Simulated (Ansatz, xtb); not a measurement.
System: sum formula NbOF$_{2}$, charge 0, multiplicity 2. The spin state was set by rule; other spins were not relaxed. 
Coordinates optimised at B3LYP-D3(BJ)/def2-TZVP (Ansatz, a first-principles code):
```xyz
4

Nb    -0.0335     0.0158     0.0687
O     -1.2578    -1.1452    -0.1293
F     -0.3476     1.6368    -0.8462
F      1.6181    -0.6910     0.6482
```
Charge 0, spin multiplicity 2.

Harmonic wavenumbers from GFN2-xTB (xtb, at its own minimum), cm⁻¹: 148, 148, 206, 488, 554, 789.

Q: Give the harmonic wavenumbers at B3LYP-D3(BJ)/def2-TZVP (Ansatz, finite differences of forces, unscaled).

A: 63, 173, 256, 647, 698, 1027 cm⁻¹. Zero-point energy 4.1 kcal/mol.

Q: From these and the geometry, give the ideal-gas thermochemistry at 298.15 K and 1 atm (rigid rotor, harmonic oscillator).

A: Point group Cs, rotational symmetry number 1. Rotational constants 7.087, 4.564, 2.818 GHz. S(trans) 40.86, S(rot) 25.67, S(vib) 9.23, S(elec, spin only) 1.38, S 77.1 cal/(mol K). H(298) - H(0) 3.73 kcal/mol; G - E(el) -15.2 kcal/mol.
